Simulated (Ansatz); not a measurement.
Species: C$_{2}$H$_{8}$BSi (charge 0, doublet). It need not be the lowest isomer of its formula. SMILES: [SiH2]B(C)C
Geometry from a B3LYP-D3(BJ)/def2-TZVP (Ansatz, a quantum-chemistry and plane-wave program) optimisation:
```
B
C 1 1.5728
H 2 1.0907 1 115.81
H 2 1.0956 3 108.37 1 -125.56
H 2 1.0981 3 107.18 4 -113.37
C 1 1.5728 2 119.92 3 -169.07
H 6 1.0907 1 115.81 2 -169.07
H 6 1.0956 7 108.37 1 -125.56
H 6 1.0981 7 107.18 8 -113.37
Si 1 1.9554 2 120.04 3 10.93
H 10 1.4814 1 124.36 2 -2.24
H 10 1.4814 11 111.28 1 -180.00
```
Charge 0, spin multiplicity 2.

Parts of the frozen-core correlation energy in aug-cc-pV(D+d)Z (Ansatz, hartree). Frozen orbitals: 8; correlated occupied orbitals by spin: 12 and 11; virtual: 153 and 154. Open shells are spin-unrestricted. Spin-orbit coupling is left out. Non-relativistic.

| term | value |
|---|---|
| reference (HF) | -393.98746 |
| MP2 opposite-spin | (withheld) |
| MP2 same-spin | (withheld) |
| CCSD correlation | -0.54491 |
| (T) | (withheld) |
| T1 diagnostic | 0.013 |
| largest doubles amplitude | 0.019 |
| <S^2> of the reference | 0.766 |

Complete the blanks.


- MP2 opposite-spin, value: -0.37793
- MP2 same-spin, value: -0.10234
- (T), value: -0.01792
